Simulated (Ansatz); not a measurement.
Geometry optimisation, RKS BHLYP-D4/STO-3G (Ansatz).

The input (input.yaml):

```yaml
crystal:
  periodic: [false, false, false]
  atoms:
    - { symbol: C, position_ang: [-1.8988, -1.1131, 0.7437] }
    - { symbol: O, position_ang: [-0.8506, -0.8914, -0.1528] }
    - { symbol: C, position_ang: [0.297, -0.4238, 0.4988] }
    - { symbol: S, position_ang: [1.3508, -1.8275, 1.1718] }
    - { symbol: C, position_ang: [1.2085, 0.2891, -0.5328] }
    - { symbol: Si, position_ang: [0.5606, 1.9952, -1.0266] }
    - { symbol: H, position_ang: [-2.7724, -1.4236, 0.1512] }
    - { symbol: H, position_ang: [-1.6807, -1.7943, 1.4944] }
    - { symbol: H, position_ang: [-2.2182, -0.0994, 1.2388] }
    - { symbol: H, position_ang: [0.0775, 0.244, 1.3684] }
    - { symbol: H, position_ang: [1.2528, -2.5445, 0.0575] }
    - { symbol: H, position_ang: [2.2319, 0.4718, -0.0945] }
    - { symbol: H, position_ang: [1.2583, -0.2827, -1.4401] }
    - { symbol: H, position_ang: [-0.7834, 1.891, -1.6822] }
    - { symbol: H, position_ang: [0.4146, 2.8229, 0.1821] }
    - { symbol: H, position_ang: [1.5291, 2.6637, -1.9334] }
basis:
  gaussian: { orbitals: STO-3G }
hamiltonian:
  xc: { name: BHLYP }
  dispersion: d4
relax:
  f_tol: 0.02
  max_steps: 40
scf:
  lower_state_search: "off"
output:
  orbitals: {}
```

Command:

```bash
$ ansatz run input.yaml --threads 1 --pin off --max-ram 2048MiB --backend cpu --events-out ev --progress --plain --runs-dir out
```

Question: Where does it end, and by what steps?

Answer: The forces met the threshold. The force dipped under the threshold on the way, but the program's further checks kept it going. Limits of this set-up: minimal basis. After 15 steps the energy has fallen by 0.737 eV; H15 moved furthest, 0.78 Å.

```tsv
step	energy less start (eV)	largest force component (eV/Å)	accepted
0	0.0000	4.476	yes
1	-0.5798	1.429	yes
2	-0.6691	0.563	yes
3	-0.6973	0.248	yes
4	-0.7075	0.171	yes
5	-0.7128	0.119	yes
6	-0.7188	0.122	yes
7	-0.7224	0.135	yes
8	-0.7262	0.181	yes
9	-0.7297	0.156	yes
10	-0.7323	0.185	yes
11	-0.7344	0.128	yes
12	-0.7363	0.036	yes
13	-0.7363	0.061	no
14	-0.7365	0.006	yes
15	-0.7367	0.008	yes
```

```xyz
16
Properties=species:S:1:pos:R:3
C -1.899 -0.914 0.838
O -0.901 -0.464 -0.108
C 0.403 -0.426 0.538
S 1.045 -2.071 1.005
C 1.323 0.348 -0.442
Si 0.445 1.853 -1.131
H -2.852 -0.978 0.299
H -1.652 -1.905 1.249
H -2.013 -0.211 1.679
H 0.331 0.140 1.485
H 1.198 -2.485 -0.265
H 2.235 0.632 0.084
H 1.619 -0.313 -1.259
H -0.469 1.491 -2.170
H -0.256 2.529 -0.081
H 1.418 2.751 -1.677
```

Whether the end is a true minimum wasn't checked by a vibrational analysis.

Time of the run: 83 s on 1 thread of Intel(R) Xeon(R) Platinum 8259CL CPU @ 2.50GHz (Skylake/Cascade Lake), on a shared host, peak memory 0.17 GiB.
